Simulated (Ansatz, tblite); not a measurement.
Cost and result up the ladder for B7⁻ (7 atoms). Total charge -1; singlet. Geometry: PBE-D4/def2-SVPD.

```xyz
7

B    -0.4450    0.7922   -1.1980
B     0.3252   -1.7168   -0.0026
B     0.0427   -0.8078   -1.2672
B    -0.6874    1.5993    0.1414
B     0.3870    0.9463    1.1025
B    -0.4972   -0.1596    0.1905
B     0.8748   -0.6536    1.0333
```

Ansatz on 4 threads of Arm Neoverse V2 on a shared host; xTB runs through tblite on one thread. Times are rough, summed over both states, and most runs start from the orbitals of an earlier one. No level here is sound enough to serve as a yardstick. The other state is a triplet.

The xTB rows come from tblite. The structure comes from a short search, and lower isomers may exist.

xTB has no spin-polarisation term.

| level | functions | wall time | vertical triplet (eV) | remarks |
| --- | --- | --- | --- | --- |
| GFN1-xTB | 28 | 0.006 s | 1.49 | – |
| GFN2-xTB | 28 | 0.007 s | 1.03 | – |
| PBE-D4/def2-TZVPD | 259 | 8.1 s | 1.23 | HOMO above zero (triplet), restricted SCF unstable in HF (singlet) |
| PBE0-D4/def2-TZVPD | 259 | 19 s | 1.20 | HOMO above zero (triplet), restricted SCF unstable in HF (singlet) |
| r2SCAN-D4/def2-TZVPD (with forces) | 259 | 28 s | 1.08 | HOMO above zero (triplet), restricted SCF unstable in HF (singlet) |
